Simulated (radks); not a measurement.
Values are calculated unless marked as measured or tabulated.
The cerium ion Ce24+, configuration [Ar] 3d10 4s2 4p4 (the NIST ground configuration). Level of theory: scalar-relativistic Kohn-Sham, LB94 model potential, spin-polarised, spherical densities, finite nucleus; open shells are filled with parallel spins first (spin-orbit coupling, left out, can overturn this in heavy ions); Fermi nuclear charge, rms radius 4.8771 fm (a radial shooting solver on a logarithmic mesh with Libxc functionals). Some entries of the table are withheld. Estimate them.

orbital  occ.  eigenvalue (eV)  <1/r> (bohr^-1)  <r^2> (bohr^2)
1s up       1        -41189.79            63.40       0.0008183
1s down     1        -41189.77            63.40       0.0008183
2s up       1        -7235.474            14.64         0.01297
2s down     1        -7234.808            14.64         0.01297
2p up       3        -6566.147            13.88         0.01032
2p down     3        -6565.092            13.87         0.01033
3s up       1        -2112.427            5.351         0.08671
3s down     1        -2112.024            5.346         0.08684
3p up       3        -1898.612              (1)         0.08612
3p down     3        -1898.228              (2)         0.08627
3d up       5        -1598.527            4.843             (3)
3d down     5        -1598.196            4.840             (4)
4s up       1              (5)            2.466          0.3790
4s down     1              (6)            2.480          0.3768
4p up       3        -835.5119            2.337          0.4036
4p down     1        -833.3538            2.351          0.4013

Answer. 
(1) 3p up <1/r> (bohr^-1): 5.083
(2) 3p down <1/r> (bohr^-1): 5.079
(3) 3d up <r^2> (bohr^2): 0.07241
(4) 3d down <r^2> (bohr^2): 0.07252
(5) 4s up eigenvalue (eV): -912.5761
(6) 4s down eigenvalue (eV): -910.6556
